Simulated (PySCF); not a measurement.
C2H12OSi3, SMILES CO[Si@@H]([SiH3])C[SiH3]. Atoms are numbered in the order given.

```xyz
18

C     -1.8169    -2.3892     0.9022
O     -1.7042    -1.0058     0.6625
Si    -0.5060    -0.3068    -0.2774
Si    -1.0330     1.9785    -0.3501
C      1.2055    -0.6093     0.4567
Si     2.6244     0.3318    -0.3588
H     -2.7459    -2.5782     1.4627
H     -0.9719    -2.7757     1.5032
H     -1.8603    -2.9706    -0.0389
H     -0.5314    -0.9109    -1.6495
H     -2.4590     2.1797    -0.7409
H     -0.8033     2.6015     0.9881
H     -0.1629     2.6731    -1.3463
H      1.4296    -1.6899     0.4080
H      1.1775    -0.3321     1.5254
H      2.6437     0.0782    -1.8297
H      2.4525     1.7976    -0.1389
H      3.9391    -0.0846     0.2117
```
Charge 0, spin multiplicity 1.

Coordinates come from a B3LYP-D3(BJ)/def2-SVP optimisation. The structure was generated by enumeration; whether it is a known compound was not checked. The values are those of a single conformer.

The numbers are results of PBE/def2-TZVP (PySCF), not measurements.

Atomic charges (e):

```csv
atom,IAO,Löwdin
C1,-0.22,-0.38
O2,-0.61,0.07
Si3,0.85,0.04
Si4,0.22,0.12
C5,-0.84,-0.52
Si6,0.57,0.21
H7,0.16,0.11
H8,0.13,0.10
H9,0.13,0.10
H10,-0.14,-0.02
H11,-0.08,-0.02
H12,-0.09,-0.03
H13,-0.09,-0.02
H14,0.17,0.16
H15,0.17,0.16
H16,-0.11,-0.03
H17,-0.11,-0.03
H18,-0.10,-0.03
```

**Question.** Give the Mayer and Wiberg (Löwdin basis) orders of the bonds. (An estimate is asked for; the answer gives what the named calculation found.)

**Answer.** 
| bond | Mayer | Wiberg |
|---|---|---|
| C1–O2 | 0.99 | 1.55 |
| O2–Si3 | 1.18 | 1.52 |
| Si3–Si4 | 0.95 | 1.09 |
| Si3–C5 | 0.96 | 1.16 |
| C5–Si6 | 1.00 | 1.23 |
| C1–H7 | 0.96 | 0.94 |
| C1–H8 | 0.96 | 0.94 |
| C1–H9 | 0.96 | 0.93 |
| Si3–H10 | 0.90 | 0.88 |
| Si4–H11 | 0.94 | 0.96 |
| Si4–H12 | 0.94 | 0.96 |
| Si4–H13 | 0.94 | 0.95 |
| C5–H14 | 0.91 | 0.83 |
| C5–H15 | 0.91 | 0.83 |
| Si6–H16 | 0.95 | 0.95 |
| Si6–H17 | 0.95 | 0.95 |
| Si6–H18 | 0.94 | 0.95 |
